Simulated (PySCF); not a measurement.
# Bond length, frequency and bond energy of TeO by level of theory

State: ³Σ⁻ (triplet), unpaired electrons π ↑↑. Set-up: PySCF, scalar-relativistic core potentials, basis sets Te def2-SVPD with ECP28, O def2-SVPD. De refers to Te + O in their high-spin ground configurations, without counterpoise correction. The functionals are run spin-unrestricted. A positive dipole means Te(−)O(+). Levels whose curve was spin-contaminated or gave no clean fit are not listed.

```
  Level  Re (Å)  ωe (cm⁻¹)  De (eV)  μ (D)  CPU s a point (SCF and correlation, without the integrals)
   ROHF   1.802        919    0.310  -4.18                                                        0.19
    LDA   1.864        780     5.54  -2.89                                                        0.58
    PBE   1.884        752     4.58  -2.93                                                         1.2
 r²SCAN   1.864        788     4.06  -2.96                                                         1.3
  M06-L   1.870        770     4.20  -3.00                                                         1.8
   PBE0   1.851        815     3.75  -3.13                                                         1.8
LC-ωPBE   1.827        873     3.57  -3.41                                                         1.1
 B2PLYP   1.883        736     3.93  -3.45                                                        0.96
```

Task: What does a quarter of exact exchange do here, going from PBE to PBE0?

Result: PBE0 less PBE: -3.3 pm in Re, +8.4 % in ωe, -0.83 eV in De. Exact exchange removes part of the self-interaction that spreads semilocal densities, and in most molecules shortens and stiffens the bond and lowers De; so it does here.

Correlated steps freeze 5 core orbitals. Spin–orbit coupling is left out, which matters for elements this heavy, above all for dissociation energies. B2PLYP dipoles, levels and charges come from its SCF part alone. The state is the lowest determinant that a PBE0 search found; another state may lie lower at other levels.

The whole job (state search and all levels along the bond) took about 3.2 min on 1 thread of Arm Neoverse V1 (shared host), peak memory 0.84 GiB.
